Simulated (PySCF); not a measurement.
PySCF input (TPSSh/def2-TZVPD):

```python
from pyscf import gto, scf, dft

mol = gto.M(
    atom='''
    C    -2.01841049   -0.14915554    0.27296694
    C    -0.77198483    0.03139212    0.05420311
    C     0.55209102    0.04112125   -0.07484739
    C     1.76745567    0.06286254   -0.20057397
    H     2.82509178    0.08267773   -0.31049218
    ''',
    basis='def2-tzvpd',
    charge=0,
    spin=1,
    verbose=4,
)

mf = dft.UKS(mol, xc='tpssh').density_fit(auxbasis='def2-universal-jkfit')
mf.grids.level = 3
mf.conv_tol = 1e-9
mf.max_cycle = 100
mf.max_memory = 1500
mf.kernel()
if not mf.converged:
    mf = mf.newton()
    mf.kernel(mf.make_rdm1())
for _ in range(2):
    mo, _, stable, _ = mf.stability(return_status=True)
    if stable:
        break
    mf.kernel(mf.make_rdm1(mo, mf.mo_occ))
mf.analyze()
```

Output:

```
PySCF version 2.14.0

[INPUT] verbose = 4
[INPUT] num. atoms = 5
[INPUT] num. electrons = 25
[INPUT] charge = 0
[INPUT] spin (= nelec alpha-beta = 2S) = 1
[INPUT] symmetry False subgroup None
[INPUT] Mole.unit = angstrom
[INPUT] Symbol           X                Y                Z      unit          X                Y                Z       unit  Magmom
[INPUT]  1 C     -2.018410490000  -0.149155540000   0.272966940000 AA   -3.814243033049  -0.281863120562   0.515832757661 Bohr   0.0
[INPUT]  2 C     -0.771984830000   0.031392120000   0.054203110000 AA   -1.458839901019   0.059322509269   0.102429033000 Bohr   0.0
[INPUT]  3 C      0.552091020000   0.041121250000  -0.074847390000 AA    1.043300823632   0.077707900400  -0.141441068239 Bohr   0.0
[INPUT]  4 C      1.767455670000   0.062862540000  -0.200573970000 AA    3.340007153610   0.118792984095  -0.379029871017 Bohr   0.0
[INPUT]  5 H      2.825091780000   0.082677730000  -0.310492180000 AA    5.338649740960   0.156238266301  -0.586745184019 Bohr   0.0

nuclear repulsion = 70.4878642600677
number of shells = 57
number of NR pGTOs = 219
number of NR cGTOs = 157
basis = def2-tzvpd
ecp = {}

******** <class 'pyscf.df.df_jk.DFUKS'> ********
method = DFUKS
initial guess = minao
damping factor = 0
level_shift factor = 0
DIIS = <class 'pyscf.scf.diis.CDIIS'>
diis_start_cycle = 1
diis_space = 8
diis_damp = 0
SCF conv_tol = 1e-09
SCF conv_tol_grad = None
SCF max_cycles = 100
direct_scf = False
number electrons alpha = 13  beta = 12
XC library pyscf.dft.libxc version 7.1.2
    S. Lehtola, C. Steigemann, M. J. T. Oliveira, and M. A. L. Marques,  SoftwareX 7, 1–5 (2018)
XC functionals = tpssh
    V. N. Staroverov, G. E. Scuseria, J. Tao, and J. P. Perdew,  J. Chem. Phys. 119, 12129 (2003)
radial grids:
    Treutler-Ahlrichs [JCP 102, 346 (1995); DOI:10.1063/1.469408] (M4) radial grids

becke partition: Becke, JCP 88, 2547 (1988); DOI:10.1063/1.454033
pruning grids: <function nwchem_prune>
grids dens level: 3
symmetrized grids: False
atomic radii adjust function: <function treutler_atomic_radii_adjust>
small_rho_cutoff = 0
Set gradient conv threshold to 3.16228e-05
tot grids = 66280
******** <class 'pyscf.df.df.DF'> ********
auxbasis = def2-universal-jkfit
init E= -153.322241996297

WARN: 1 small eigenvectors of overlap matrix removed because of linear dependency between AOs.

  alpha nocc = 13  HOMO = -0.286643228845733  LUMO = -0.101168586499088

[...]
  beta  nocc = 12  HOMO = -0.263600163987133  LUMO = -0.21235363496108
  HOMO = -0.263600163987  LUMO = -0.212353634961  gap/eV = 1.39449
Extra cycle  E= -152.837629324181  delta_E= -1.22e-11  |g|= 6.09e-06  |ddm|= 2.58e-05
converged SCF energy = -152.837629324181  <S^2> = 0.78191773  2S+1 = 2.031667
uhf_internal: lowest eigs of H = [0.00196347 0.03869074 0.1564894 ]
<class 'pyscf.df.df_jk.DFUKS'> wavefunction is stable in the internal stability analysis
**** SCF Summaries ****
Total Energy =                        -152.837629324181307
Nuclear Repulsion Energy =              70.487864260067710
One-electron Energy =                 -343.201376490857740
Two-electron Energy =                  119.875882906608723
Two-electron Coulomb Energy =          141.758984418956288
DFT Exchange-Correlation Energy =      -21.883101512347569
HOMO-LUMO gap [eV] =                     1.394489083513067
**** MO energy ****
                             alpha | beta                alpha | beta
MO #1   energy= -10.1891855057893  | -10.187869543428   occ= 1 | 1
MO #2   energy= -10.1856494497914  | -10.1821807843223  occ= 1 | 1
MO #3   energy= -10.1720136750869  | -10.1655639634236  occ= 1 | 1
MO #4   energy= -10.1664987081261  | -10.1609593119042  occ= 1 | 1
MO #5   energy= -0.828226649318744 | -0.818102592072474 occ= 1 | 1
MO #6   energy= -0.762185768940999 | -0.739298789171318 occ= 1 | 1
MO #7   energy= -0.645093203480922 | -0.634705978969247 occ= 1 | 1
MO #8   energy= -0.553197893397495 | -0.549229707417943 occ= 1 | 1
MO #9   energy= -0.392045389538193 | -0.373820254201171 occ= 1 | 1
MO #10  energy= -0.376527685766812 | -0.362261549512108 occ= 1 | 1
MO #11  energy= -0.307055787677734 | -0.282725823593174 occ= 1 | 1
MO #12  energy= -0.289462292137352 | -0.263600163987133 occ= 1 | 1
MO #13  energy= -0.27291745121562  | -0.21235363496108  occ= 1 | 0
MO #14  energy= -0.0872937883961925 | -0.0656672250383941 occ= 0 | 0
MO #15  energy= -0.0725729885591183 | -0.0513222968839547 occ= 0 | 0
MO #16  energy= 0.00125000436802822 | 0.0039882969427586 occ= 0 | 0
MO #17  energy= 0.022308751795008  | 0.0258336932781001 occ= 0 | 0
MO #18  energy= 0.0636652206433135 | 0.0697088534299862 occ= 0 | 0
MO #19  energy= 0.073075395296204  | 0.0860764041000967 occ= 0 | 0
MO #20  energy= 0.0831872884781074 | 0.0886789450462757 occ= 0 | 0
MO #21  energy= 0.0972916544578975 | 0.100896408302454  occ= 0 | 0
MO #22  energy= 0.127838591886662  | 0.136277242300129  occ= 0 | 0
MO #23  energy= 0.143161831188253  | 0.153527962308596  occ= 0 | 0
MO #24  energy= 0.150004981266241  | 0.154204234968805  occ= 0 | 0
MO #25  energy= 0.152165700085668  | 0.161969462739465  occ= 0 | 0
MO #26  energy= 0.159198754996254  | 0.164031515520127  occ= 0 | 0
MO #27  energy= 0.17161680397111   | 0.173739422830018  occ= 0 | 0
MO #28  energy= 0.173619192665436  | 0.181619274461748  occ= 0 | 0
MO #29  energy= 0.187058067849205  | 0.191128765423391  occ= 0 | 0
MO #30  energy= 0.190330098840901  | 0.191824874528552  occ= 0 | 0
MO #31  energy= 0.194346603738189  | 0.198187892534093  occ= 0 | 0
MO #32  energy= 0.21473819496845   | 0.220510856090445  occ= 0 | 0
MO #33  energy= 0.214951730265842  | 0.220622948996589  occ= 0 | 0
MO #34  energy= 0.218940379908181  | 0.226926832527171  occ= 0 | 0
MO #35  energy= 0.238079366541103  | 0.244218420154009  occ= 0 | 0
MO #36  energy= 0.263533867777472  | 0.266891323395268  occ= 0 | 0
MO #37  energy= 0.276075868887647  | 0.28254215841207   occ= 0 | 0
MO #38  energy= 0.281205963012248  | 0.282679558064944  occ= 0 | 0
MO #39  energy= 0.305260021761621  | 0.308604144948753  occ= 0 | 0
MO #40  energy= 0.315657047417941  | 0.31763650945463   occ= 0 | 0
MO #41  energy= 0.315752725987428  | 0.318338543076947  occ= 0 | 0
MO #42  energy= 0.377945705683277  | 0.385780016819661  occ= 0 | 0
MO #43  energy= 0.384358641013963  | 0.386134636820077  occ= 0 | 0
MO #44  energy= 0.384692342035805  | 0.391785617568314  occ= 0 | 0
MO #45  energy= 0.407243020171214  | 0.413069316920543  occ= 0 | 0
MO #46  energy= 0.431744555753999  | 0.435429185524251  occ= 0 | 0
MO #47  energy= 0.432031140012315  | 0.435713343725633  occ= 0 | 0
MO #48  energy= 0.496148160836094  | 0.504672422801309  occ= 0 | 0
MO #49  energy= 0.516624259107286  | 0.519391799754604  occ= 0 | 0
MO #50  energy= 0.519318030663589  | 0.530451084644046  occ= 0 | 0
MO #51  energy= 0.531183726051118  | 0.540665083685513  occ= 0 | 0
MO #52  energy= 0.542293730044775  | 0.545814172011157  occ= 0 | 0
MO #53  energy= 0.552948820394574  | 0.557633376748808  occ= 0 | 0
MO #54  energy= 0.564206621009695  | 0.573613024806727  occ= 0 | 0
MO #55  energy= 0.582800311896056  | 0.584923649135821  occ= 0 | 0
MO #56  energy= 0.599177147240861  | 0.606453187019366  occ= 0 | 0
MO #57  energy= 0.628164211684958  | 0.633492642537391  occ= 0 | 0
MO #58  energy= 0.681307218892724  | 0.687307059444717  occ= 0 | 0
MO #59  energy= 0.682969647282033  | 0.688922593897896  occ= 0 | 0
MO #60  energy= 0.684079055253605  | 0.693902846282161  occ= 0 | 0
MO #61  energy= 0.690148415977466  | 0.6942396742639    occ= 0 | 0
MO #62  energy= 0.691537796242704  | 0.700721761790504  occ= 0 | 0
MO #63  energy= 0.785148494032609  | 0.80285236014456   occ= 0 | 0
MO #64  energy= 0.785171105533054  | 0.804013813249412  occ= 0 | 0
MO #65  energy= 0.793105520206367  | 0.805358191924258  occ= 0 | 0
MO #66  energy= 0.82880117883558   | 0.835127243362926  occ= 0 | 0
MO #67  energy= 0.893412824084941  | 0.905320267422252  occ= 0 | 0
MO #68  energy= 0.904411654417045  | 0.910310425625802  occ= 0 | 0
MO #69  energy= 0.906619684449221  | 0.913702156364571  occ= 0 | 0
MO #70  energy= 0.927665686250119  | 0.939294678564128  occ= 0 | 0
MO #71  energy= 0.92855516707484   | 0.941127071950622  occ= 0 | 0
MO #72  energy= 0.99797018255564   | 1.01217736172954   occ= 0 | 0
MO #73  energy= 1.02361476858532   | 1.02947808887239   occ= 0 | 0
MO #74  energy= 1.06089301361996   | 1.0762323860662    occ= 0 | 0
MO #75  energy= 1.14498089256603   | 1.15516148989217   occ= 0 | 0
MO #76  energy= 1.14581302301603   | 1.15707357602297   occ= 0 | 0
MO #77  energy= 1.26866936614994   | 1.27795614972862   occ= 0 | 0
MO #78  energy= 1.28948726920106   | 1.29674660890152   occ= 0 | 0
MO #79  energy= 1.32277197766176   | 1.34133578939851   occ= 0 | 0
MO #80  energy= 1.40628548823454   | 1.41697824349099   occ= 0 | 0
MO #81  energy= 1.46996255556299   | 1.48931672302154   occ= 0 | 0
MO #82  energy= 1.48825006481609   | 1.49474743253904   occ= 0 | 0
MO #83  energy= 1.54842448796606   | 1.55883511628601   occ= 0 | 0
MO #84  energy= 1.58889069222948   | 1.5982436140587    occ= 0 | 0
MO #85  energy= 1.66451531161566   | 1.68252823951191   occ= 0 | 0
MO #86  energy= 1.67500394034165   | 1.6834813435861    occ= 0 | 0
MO #87  energy= 1.71498236377154   | 1.72733393600479   occ= 0 | 0
MO #88  energy= 1.75538600797755   | 1.77676923261833   occ= 0 | 0
MO #89  energy= 1.77298384729191   | 1.77946981101277   occ= 0 | 0
MO #90  energy= 1.77659954837088   | 1.79373676488804   occ= 0 | 0
MO #91  energy= 1.81816914840688   | 1.83875916530523   occ= 0 | 0
MO #92  energy= 1.83012312798823   | 1.84349048292007   occ= 0 | 0
MO #93  energy= 1.92619554914511   | 1.93754322043846   occ= 0 | 0
MO #94  energy= 1.95021170809906   | 1.95230298510438   occ= 0 | 0
MO #95  energy= 1.97046951952223   | 1.9797212091366    occ= 0 | 0
MO #96  energy= 2.0718464938158    | 2.0808984391265    occ= 0 | 0
MO #97  energy= 2.18230639735582   | 2.1931626126819    occ= 0 | 0
MO #98  energy= 2.34026224826674   | 2.35399559969512   occ= 0 | 0
MO #99  energy= 2.34272456984329   | 2.35527954858575   occ= 0 | 0
MO #100 energy= 2.39641900369798   | 2.41199707144569   occ= 0 | 0
MO #101 energy= 2.40838389469179   | 2.41928432057036   occ= 0 | 0
MO #102 energy= 2.41525069249299   | 2.42718910684438   occ= 0 | 0
MO #103 energy= 2.41538625153254   | 2.42733674247229   occ= 0 | 0
MO #104 energy= 2.55217671965625   | 2.57443380419968   occ= 0 | 0
[...]
```

It need not be the lowest isomer of its formula.
